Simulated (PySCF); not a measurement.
**A search over the determinants of InAs**

Unrestricted PBE0; PySCF, scalar-relativistic core potentials, basis sets In cc-pVTZ-PP with ECP28, As cc-pVTZ-PP with ECP10. Outer shells of the fragments: In 4d10 5s2 5p1; As 3d10 4s2 4p3.

Followed along the bond (rough minima from three points):

```tsv
2Ms+1	unpaired	⟨S²⟩ at the start	R at minimum (Å)	Te (eV)
3	π ↑↑	2.01	2.75	0.00
3	σ ↑, π ↑	2.02	2.54	0.22
1	π ↑↓	1.01	2.75	0.31
1	σ ↓, π ↑	1.02	2.52	0.43
1	none	0.00	2.74	1.24
```

Solutions found at the starting distance of 2.565 Å, counted from the lowest of them; the search is not exhaustive and high or unbound solutions are not listed, so other states can lie among these:

```
2Ms+1  unpaired   term  E (eV)  ⟨S²⟩  ⟨Lz²⟩  μ (D)
    3      π ↑↑    ³Σ⁻    0.00  2.01   0.00  -1.04
    3  σ ↑, π ↑     ³Π    0.12  2.02   1.02  -2.81
    1      π ↑↓  mixed    0.30  1.01   2.02  -0.99
    1  σ ↓, π ↑  mixed    0.33  1.02   1.02  -2.87
    1      none  mixed    1.24  0.00   2.01  -0.74
    1      none    ¹Σ⁺    1.34  0.00   0.00  -4.19
```

A term symbol is given only where ⟨S²⟩ and ⟨Lz²⟩ are close to those of a pure state; real π, δ and φ orbitals otherwise mix terms. A positive dipole means In(−)As(+).

Task: Compare the gap between the two lowest followed solutions at the starting distance with the gap between their minima.

Result: At PBE0 the second solution (triplet, unpaired electrons σ ↑, π ↑) lies +0.12 eV from the first (triplet, unpaired electrons π ↑↑) at 2.565 Å and +0.22 eV at the minima; the two curves relax by different amounts, since their minima lie near 2.54 and 2.75 Å.

Spin–orbit coupling is left out.
